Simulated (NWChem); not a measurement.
Everything below was run with NWChem. System: diboron tetrachloride (B₂Cl₄), charge 0, spin multiplicity 1, at a geometry optimised with PBE/def2-SVP. Level: CCSD(T)/def2-SVP, 22 core orbitals frozen.

The NWChem input:

```
start mol
memory heap 100 mb stack 700 mb global 1900 mb
geometry units angstroms nocenter noautoz
  Cl    -1.099188    -1.045321     1.741531
  B      0.000000     0.000000     0.849066
  Cl     1.099188     1.045321     1.741531
  B      0.000000     0.000000    -0.849066
  Cl    -1.099188     1.045321    -1.741531
  Cl     1.099188    -1.045321    -1.741531
  symmetry group D2
end
basis spherical
  * library def2-svp
end
scf
  rhf
  nopen 0
  maxiter 100
  thresh 1e-7
  semidirect memsize 60000000 filesize 0
end
tce
  freeze core 22
  ccsd(t)
  2eorb
  2emet 13
  thresh 1e-6
  maxiter 100
  tilesize 24
end
task tce energy
```

Output (cleaned and shortened):

```
             Northwest Computational Chemistry Package (NWChem) 7.3.0
             --------------------------------------------------------

                                NWChem Input Module
                                -------------------

 Scaling coordinates for geometry "geometry" by  1.889725989
 (inverse scale =  0.529177249)

 Turning off AUTOSYM since
 SYMMETRY directive was detected!

                             Geometry "geometry" -> ""
                             -------------------------

 Output coordinates in angstroms (scale by  1.889725989 to convert to a.u.)

  No.       Tag          Charge          X              Y              Z
 ---- ---------------- ---------- -------------- -------------- --------------
    1 Cl                  17.0000    -1.09918800    -1.04532100     1.74153100
    2 B                    5.0000     0.00000000     0.00000000     0.84906600
    3 Cl                  17.0000     1.09918800     1.04532100     1.74153100
    4 B                    5.0000     0.00000000     0.00000000    -0.84906600
    5 Cl                  17.0000    -1.09918800     1.04532100    -1.74153100
    6 Cl                  17.0000     1.09918800    -1.04532100    -1.74153100

 Effective nuclear repulsion energy (a.u.)     420.3282864664

            Nuclear Dipole moment (a.u.)
            ----------------------------
        X                 Y               Z
 ---------------- ---------------- ----------------
     0.0000000000     0.0000000000     0.0000000000

      Symmetry information
      --------------------

 Group name             D2
 Group number             11
 Group order               4
 No. of unique centers     2

      Symmetry unique atoms

     1    2


 Summary of "ao basis" -> "" (spherical)
 ------------------------------------------------------------------------------
       Tag                 Description            Shells   Functions and Types
 ---------------- ------------------------------  ------  ---------------------
 *                          def2-svp                  on all atoms

 Summary of "ao basis" -> "ao basis" (spherical)
 ------------------------------------------------------------------------------
       Tag                 Description            Shells   Functions and Types
 ---------------- ------------------------------  ------  ---------------------
 Cl                         def2-svp                 8       18   4s3p1d
 B                          def2-svp                 6       14   3s2p1d

                                 NWChem SCF Module
                                 -----------------

  ao basis        = "ao basis"
  functions       =   100
  atoms           =     6
  closed shells   =    39
  open shells     =     0
  charge          =   0.00
  wavefunction    = RHF
  use symmetry    = T
  symmetry adapt  = T

 Summary of "ao basis" -> "ao basis" (spherical)
 ------------------------------------------------------------------------------
       Tag                 Description            Shells   Functions and Types
 ---------------- ------------------------------  ------  ---------------------
 Cl                         def2-svp                 8       18   4s3p1d
 B                          def2-svp                 6       14   3s2p1d

      Symmetry analysis of basis
      --------------------------

        a1         26
        b1         26
        b2         24
        b3         24

 Forming initial guess at       0.0s

      Superposition of Atomic Density Guess
      -------------------------------------

 Sum of atomic energies:       -1886.30206613

      Non-variational initial energy
      ------------------------------

 Total energy =   -1888.032043
 1-e energy   =   -3443.246390
 2-e energy   =    1134.886061
 HOMO         =      -0.307247
 LUMO         =       0.008176

      Symmetry analysis of molecular orbitals - initial
      -------------------------------------------------

  Numbering of irreducible representations:

     1 a1          2 b1          3 b2          4 b3

  Orbital symmetries:

     1 b3          2 b2          3 a1          4 b1          5 a1
     6 b1          7 b3          8 b2          9 a1         10 b1
    11 b3         12 b2         13 a1         14 b1         15 b3
    16 b2         17 b3         18 b2         19 b1         20 a1
    21 a1         22 b1         23 a1         24 b1         25 b3
    26 b2         27 a1         28 b1         29 b3         30 b2
    31 a1         32 b2         33 b3         34 b1         35 a1
    36 b1         37 b3         38 b2         39 a1         40 b2
    41 b3         42 b1         43 a1         44 a1         45 b3
    46 b2         47 b1         48 b1         49 b3

 Starting SCF solution at       0.2s

 ----------------------------------------------
         Quadratically convergent ROHF

 Convergence threshold     :          1.000E-07
 Maximum no. of iterations :          100
 Final Fock-matrix accuracy:          1.000E-09
 ----------------------------------------------

              iter       energy          gnorm     gmax       time
             ----- ------------------- --------- --------- --------
                 1    -1886.8274834033  9.53D-01  2.66D-01      0.3
                 2    -1886.9040368656  2.84D-01  9.20D-02      0.3
                 3    -1886.9153654952  2.00D-02  4.45D-03      0.4
                 4    -1886.9154204492  1.47D-04  4.73D-05      0.5
                 5    -1886.9154204527  8.82D-09  2.49D-09      0.6

       Final RHF  results
       ------------------

         Total SCF energy =  -1886.915420452705
[...]
   36   -0.4742
   37   -0.4671
   38   -0.4665
   39   -0.4299
   40    0.0671
   41    0.0738
   42    0.2152
   43    0.2247
   44    0.3142
   45    0.3256
   46    0.3307
   47    0.3320
   48    0.3532
   49    0.4140

                       ROHF Final Molecular Orbital Analysis
                       -------------------------------------

 Vector   37  Occ=2.000000D+00  E=-4.670504D-01  Symmetry=b3
              MO Center= -3.8D-16, -2.1D-15, -5.1D-16, r^2= 6.3D+00
   Bfn.  Coefficient  Atom+Function         Bfn.  Coefficient  Atom+Function
  ----- ------------  ---------------      ----- ------------  ---------------
    13      0.229863  1 Cl pz                45     -0.229863  3 Cl pz
    77     -0.229863  5 Cl pz                95      0.229863  6 Cl pz
    12      0.197932  1 Cl py                44      0.197932  3 Cl py
    76     -0.197932  5 Cl py                94     -0.197932  6 Cl py
    10      0.167507  1 Cl pz                42     -0.167507  3 Cl pz

 Vector   38  Occ=2.000000D+00  E=-4.664560D-01  Symmetry=b2
              MO Center= -3.6D-15,  1.1D-15,  5.6D-14, r^2= 6.4D+00
   Bfn.  Coefficient  Atom+Function         Bfn.  Coefficient  Atom+Function
  ----- ------------  ---------------      ----- ------------  ---------------
    13      0.232415  1 Cl pz                45     -0.232415  3 Cl pz
    77      0.232415  5 Cl pz                95     -0.232415  6 Cl pz
    11      0.203851  1 Cl px                43      0.203851  3 Cl px
    75     -0.203851  5 Cl px                93     -0.203851  6 Cl px
    10      0.169072  1 Cl pz                42     -0.169072  3 Cl pz

 Vector   39  Occ=2.000000D+00  E=-4.299273D-01  Symmetry=a1
              MO Center= -6.3D-13, -3.2D-14, -5.2D-15, r^2= 5.0D+00
   Bfn.  Coefficient  Atom+Function         Bfn.  Coefficient  Atom+Function
  ----- ------------  ---------------      ----- ------------  ---------------
    13      0.299129  1 Cl pz                45      0.299129  3 Cl pz
    77     -0.299129  5 Cl pz                95     -0.299129  6 Cl pz
    24      0.279878  2 B  pz                56     -0.279878  4 B  pz
    10      0.209802  1 Cl pz                42      0.209802  3 Cl pz
    74     -0.209802  5 Cl pz                92     -0.209802  6 Cl pz

 Vector   40  Occ=0.000000D+00  E= 6.709829D-02  Symmetry=b2
              MO Center= -4.6D-16,  1.7D-14, -4.8D-14, r^2= 3.7D+00
   Bfn.  Coefficient  Atom+Function         Bfn.  Coefficient  Atom+Function
  ----- ------------  ---------------      ----- ------------  ---------------
    26      0.395752  2 B  py                58      0.395752  4 B  py
    23     -0.299988  2 B  py                55     -0.299988  4 B  py
    11      0.203109  1 Cl px                43      0.203109  3 Cl px
    75     -0.203109  5 Cl px                93     -0.203109  6 Cl px
    22      0.196846  2 B  px                25     -0.197683  2 B  px

 Vector   41  Occ=0.000000D+00  E= 7.378507D-02  Symmetry=b3
              MO Center=  2.8D-14,  6.5D-15,  1.8D-13, r^2= 3.7D+00
   Bfn.  Coefficient  Atom+Function         Bfn.  Coefficient  Atom+Function
  ----- ------------  ---------------      ----- ------------  ---------------
    25      0.394070  2 B  px                57      0.394070  4 B  px
    22     -0.293618  2 B  px                54     -0.293618  4 B  px
    26     -0.234120  2 B  py                58      0.234120  4 B  py
    12      0.211517  1 Cl py                44      0.211517  3 Cl py
    76     -0.211517  5 Cl py                94     -0.211517  6 Cl py

 Vector   42  Occ=0.000000D+00  E= 2.151578D-01  Symmetry=b1
              MO Center= -1.5D-15,  2.4D-15,  4.7D-15, r^2= 5.2D+00
   Bfn.  Coefficient  Atom+Function         Bfn.  Coefficient  Atom+Function
  ----- ------------  ---------------      ----- ------------  ---------------
    21      4.780226  2 B  s                 53     -4.780226  4 B  s
    27     -1.417811  2 B  pz                59     -1.417811  4 B  pz
     4     -0.679173  1 Cl s                 36     -0.679173  3 Cl s
    68      0.679173  5 Cl s                 86      0.679173  6 Cl s
    11     -0.267894  1 Cl px                43      0.267894  3 Cl px

 center of mass
 --------------
 x =   0.00000000 y =   0.00000000 z =   0.00000000

 moments of inertia (a.u.)
 ------------------
        2117.452328891829           0.000000000000           0.000000000000
           0.000000000000        2175.154170649967           0.000000000000
           0.000000000000           0.000000000000        1149.313987577982

  Mulliken analysis of the total density
  --------------------------------------

    Atom       Charge   Shell Charges
 -----------   ------   -------------------------------------------------------
    1 Cl  17    17.16   2.00  1.99  1.21  0.72  5.94  2.10  3.16  0.03
    2 B    5     4.69   1.99  0.85  0.07  1.40  0.25  0.12
    3 Cl  17    17.16   2.00  1.99  1.21  0.72  5.94  2.10  3.16  0.03
    4 B    5     4.69   1.99  0.85  0.07  1.40  0.25  0.12
    5 Cl  17    17.16   2.00  1.99  1.21  0.72  5.94  2.10  3.16  0.03
    6 Cl  17    17.16   2.00  1.99  1.21  0.72  5.94  2.10  3.16  0.03

       Multipole analysis of the density wrt the origin
       ------------------------------------------------

     L   x y z        total         open         nuclear
     -   - - -        -----         ----         -------
     0   0 0 0     -0.000000      0.000000     78.000000

     1   1 0 0      0.000000      0.000000      0.000000
     1   0 1 0      0.000000      0.000000      0.000000
     1   0 0 1      0.000000      0.000000      0.000000

     2   2 0 0    -45.882955      0.000000    293.393536
     2   1 1 0     -0.000000      0.000000      0.000000
     2   1 0 1      0.000000      0.000000      0.000000
     2   0 2 0    -45.692837      0.000000    265.341961
     2   0 1 1      0.000000      0.000000      0.000000
     2   0 0 2    -48.316209      0.000000    762.237914

                   NWChem Extensible Many-Electron Theory Module
                   ---------------------------------------------


            General Information
            -------------------
      Number of processors :     1
         Wavefunction type : Restricted Hartree-Fock
          No. of electrons :    78
           Alpha electrons :    39
            Beta electrons :    39
           No. of orbitals :   200
            Alpha orbitals :   100
             Beta orbitals :   100
        Alpha frozen cores :    22
         Beta frozen cores :    22
     Alpha frozen virtuals :     0
      Beta frozen virtuals :     0
         Spin multiplicity : singlet
    Number of AO functions :   100
       Number of AO shells :    44
        Use of symmetry is : on
      Symmetry adaption is : on
         Schwarz screening : 0.10D-09

          Correlation Information
          -----------------------
          Calculation type : Coupled-cluster singles & doubles w/ perturbation
   Perturbative correction : (T)
            Max iterations :      100
        Residual threshold : 0.10D-05
     T(0) DIIS level shift : 0.00D+00
     L(0) DIIS level shift : 0.00D+00
     T(1) DIIS level shift : 0.00D+00
     L(1) DIIS level shift : 0.00D+00
     T(R) DIIS level shift : 0.00D+00
     T(I) DIIS level shift : 0.00D+00
   CC-T/L Amplitude update :  5-th order DIIS
                I/O scheme : Global Array Library
        L-threshold :  0.10D-05
        EOM-threshold :  0.10D-05
 no EOMCCSD initial starts read in
 TCE RESTART OPTIONS
 SLICE:      F
 D4D5:       F
 quantumc:   F
 qrotation:  F
 pwtce:      F
 qducc:      F
 nacto:                         0
 nrotv:                         0
 nrot:                          0

            Memory Information
            ------------------
          Available GA space size is     249026800 doubles
          Available MA space size is     104843260 doubles

 Maximum block size supplied by input
 Maximum block size        24 doubles

 tile_dim =     16

 -------------------------------------------------

 Global array virtual files algorithm will be used

 Parallel file system coherency ......... OK

 4-electron integrals stored in orbital form

 v2    file size   =          1971450
 4-index algorithm nr.  13 is used
 imaxsize =       30
 imaxsize ichop =        0


CCSD iterations
 ---------------------------------------------------------
 Iter          Residuum       Correlation     Cpu    Wall
 ---------------------------------------------------------
    1   0.1712358051604  -0.6871592497323     0.3     0.3
    2   0.0444647174573  -0.7276387594662     0.3     0.3
    3   0.0145024061262  -0.7373142355102     0.3     0.3
    4   0.0056534328264  -0.7394881410983     0.3     0.3
    5   0.0023386888636  -0.7403781812550     0.3     0.3
    6   0.0008176915598  -0.7407775947914     0.3     0.3
    7   0.0004772598313  -0.7408313556047     0.3     0.3
    8   0.0002425632035  -0.7408521628151     0.3     0.3
    9   0.0001527148407  -0.7408549902343     0.3     0.3
   10   0.0000866359432  -0.7408614613491     0.3     0.3
   11   0.0000114469020  -0.7408662169407     0.3     0.3
   12   0.0000049323047  -0.7408684199908     0.3     0.3
   13   0.0000023320357  -0.7408683839132     0.3     0.3
   14   0.0000013019569  -0.7408685427015     0.3     0.3
   15   0.0000007064331  -0.7408685169846     0.3     0.3
 -----------------------------------------------------------------
 Iterations converged
 CCSD correlation energy / hartree =        -0.740868516984609
 CCSD total energy / hartree       =     -1887.656288969689740

 Singles contributions

 Doubles contributions
 CCSD(T)
 Using plain CCSD(T) code
             total no. of tasks          500
 total no. of tasks / no. procs          500
                         wl_min       216000           7.7
                         wl_max       480000           8.8
        thresh for no. of tasks          500

 CCSD[T]  correction energy / hartree =        -0.022118967597188
 CCSD[T] correlation energy / hartree =        -0.762987484581797
 CCSD[T] total energy / hartree       =     -1887.678407937286920
 CCSD(T)  correction energy / hartree =        -0.020883043444753
 CCSD(T) correlation energy / hartree =        -0.761751560429361
 CCSD(T) total energy / hartree       =     -1887.677172013134395

 Task  times  cpu:       21.9s     wall:       21.9s

 Total times  cpu:       21.9s     wall:       21.9s
```
